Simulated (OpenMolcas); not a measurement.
A calculation on Kr III.

```yaml
Program: OpenMolcas
Method: CASSCF
Basis: ANO-RCC-VQZP [7s6p4d2f1g]
Scalar_Hamiltonian: DKH2, point nucleus
Active_space: 4 electrons in 3 orbitals (4p)
State_averaging: 2S+1 = 3 even, 3 roots; 2S+1 = 1 even, 6 roots
Spin-orbit_coupling: state interaction with AMFI integrals over the reference wave functions, term energies averaged over their components
```

Question: Which level of the active space comes out lowest?

Answer: 4s2 4p4 3P2, with 98 % of that term; it is also the measured ground level.

Question: How high does 4s2 4p4 1D2 lie?

Answer: 17088 cm-1 above the lowest level; measured 14644 cm-1 above the ground level, so the calculation is off by +17 %.

Question: How high does 4s2 4p4 3P1 lie?

Answer: 4117 cm-1 above the lowest level; measured 4548 cm-1 above the ground level, so the calculation is off by -9 %.

Question: How high does 4s2 4p4 3P0 lie?

Answer: 5136 cm-1 above the lowest level; measured 5313 cm-1 above the ground level, so the calculation is off by -3 %.

Question: The level at 0.0 cm-1 has J = 2. What is it made of, and what is its g factor?

Answer: 98 % 4s2 4p4 3P2, 2 % 4s2 4p4 1D; g = 1.489, against 1.501 from Landé's formula for the pure leading term.

Measured values: Saloman, J. Phys. Chem. Ref. Data 36, 215 (2007).

With the s shell closed, the reference lacks s² → p² mixing. Measured partners are found by configuration, term and J. A level has none where our copy of the source lacks it or the pairing is in doubt (some pairs that miss far off the trend of their configuration count as doubtful), and it then counts in no deviation. Levels of configurations outside the active space are missing.
